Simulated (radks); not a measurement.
Results of a calculation; reference values are marked as such.
Charge is removed step by step from the 1s down level of the platinum ion Pt2+, starting from 1s(up 1, down 1) 2s2 2p6 3s2 3p6 3d10 4s2 4p6 4d10 4f14 5s2 5p6 5d8. Code: a radial shooting solver on a logarithmic mesh with Libxc functionals. Model: scalar-relativistic Kohn-Sham, PBE, spin-polarised, spherical densities, finite nucleus; open shells are filled with parallel spins first (spin-orbit coupling, left out, can overturn this in heavy ions); Fermi nuclear charge, rms radius 5.427 fm.

removed (e)  E - E(0) (eV)  eigenvalue (eV)  E minus straight line (eV)
0                    0.000           -78418                       0.000
0.125               9800.7           -78553                     -55.807
0.25               19618.2           -78686                     -94.784
0.375                29452           -78817                    -117.216
0.5                  39302           -78944                    -123.466
0.625                49168           -79066                    -114.009
0.75                 59049           -79181                     -89.505
0.875                68944           -79284                     -50.939
1                    78852           -79362                       0.000

Removing the whole electron costs 78852 eV by Delta-SCF, against 78418 eV from minus the eigenvalue at the starting occupation. Slater's transition state (half an electron removed) gives 78944 eV. Integrating minus the eigenvalue over the occupation (Janak's theorem) gives 78928 eV. In this scalar-relativistic scheme the density is built from large components alone, so the theorem holds only approximately. The mean slope of the eigenvalue, de/dn, is 945 eV per electron.
